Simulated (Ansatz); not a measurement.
Geometry optimisation, Ansatz 0.2.0, UKS BLYP-D4/def2-SVP.

Input file:

```yaml
crystal:
  periodic: [false, false, false]
  atoms:
    - { symbol: Ge, position_ang: [-0.630259, 0.862311, -0.292753] }
    - { symbol: Cl, position_ang: [0.717071, -2.184228, -1.48487] }
    - { symbol: H, position_ang: [-0.782225, 0.039119, -1.582218] }
    - { symbol: H, position_ang: [-2.037956, 1.095101, 0.326504] }
    - { symbol: H, position_ang: [0.057843, 2.217399, -0.614987] }
    - { symbol: H, position_ang: [0.823308, -1.682594, -0.269154] }
    - { symbol: "N", position_ang: [0.398172, 0.118052, 1.111445] }
    - { symbol: H, position_ang: [0.035569, -0.629055, 1.705744] }
    - { symbol: H, position_ang: [1.418478, 0.163894, 1.100289] }
magnetization:
  spin_polarized: true
basis:
  gaussian: { orbitals: def2-SVP }
hamiltonian:
  xc: blyp
  dispersion: d4
relax:
  f_tol: 0.03
  max_steps: 50
output:
  orbitals: {}
```

Run as:

```bash
$ ansatz run input.yaml --threads 2 --pin off --max-ram 3072MiB --backend cpu --events-out ev --progress --plain --runs-dir out
```

Q: Where does it end, and by what steps?

A: The forces met the threshold. After 14 steps the energy has fallen by 0.462 eV; H3 moved furthest, 0.97 Å.

```json
{"step": "0", "energy less start (eV)": "0.0000", "largest force component (eV/Å)": "0.636", "accepted": "yes"}
{"step": "1", "energy less start (eV)": "-0.1056", "largest force component (eV/Å)": "0.734", "accepted": "yes"}
{"step": "2", "energy less start (eV)": "-0.2448", "largest force component (eV/Å)": "1.141", "accepted": "yes"}
{"step": "3", "energy less start (eV)": "-0.3305", "largest force component (eV/Å)": "1.513", "accepted": "yes"}
{"step": "4", "energy less start (eV)": "-0.3975", "largest force component (eV/Å)": "0.325", "accepted": "yes"}
{"step": "5", "energy less start (eV)": "-0.4057", "largest force component (eV/Å)": "0.145", "accepted": "yes"}
{"step": "6", "energy less start (eV)": "-0.4119", "largest force component (eV/Å)": "0.044", "accepted": "yes"}
{"step": "7", "energy less start (eV)": "-0.4138", "largest force component (eV/Å)": "0.255", "accepted": "yes"}
{"step": "8", "energy less start (eV)": "-0.4223", "largest force component (eV/Å)": "0.131", "accepted": "yes"}
{"step": "9", "energy less start (eV)": "-0.4395", "largest force component (eV/Å)": "0.065", "accepted": "yes"}
{"step": "10", "energy less start (eV)": "-0.4461", "largest force component (eV/Å)": "0.179", "accepted": "yes"}
{"step": "11", "energy less start (eV)": "-0.4538", "largest force component (eV/Å)": "0.109", "accepted": "yes"}
{"step": "12", "energy less start (eV)": "-0.4595", "largest force component (eV/Å)": "0.039", "accepted": "yes"}
{"step": "13", "energy less start (eV)": "-0.4614", "largest force component (eV/Å)": "0.045", "accepted": "yes"}
{"step": "14", "energy less start (eV)": "-0.4620", "largest force component (eV/Å)": "0.027", "accepted": "yes"}
```

```xyz
9
Properties=species:S:1:pos:R:3
Ge -0.706 0.854 -0.273
Cl 1.544 -1.895 -1.452
H -1.632 -0.039 -1.130
H -1.548 1.855 0.576
H 0.345 1.616 -1.114
H 1.057 -1.290 -0.321
N 0.285 -0.338 0.834
H -0.314 -0.908 1.448
H 0.969 0.146 1.433
```

Whether the end is a true minimum wasn't checked by a vibrational analysis.

Run time: 41 s on 2 threads of Arm Neoverse V1, with other jobs on the host, peak memory 0.16 GiB.
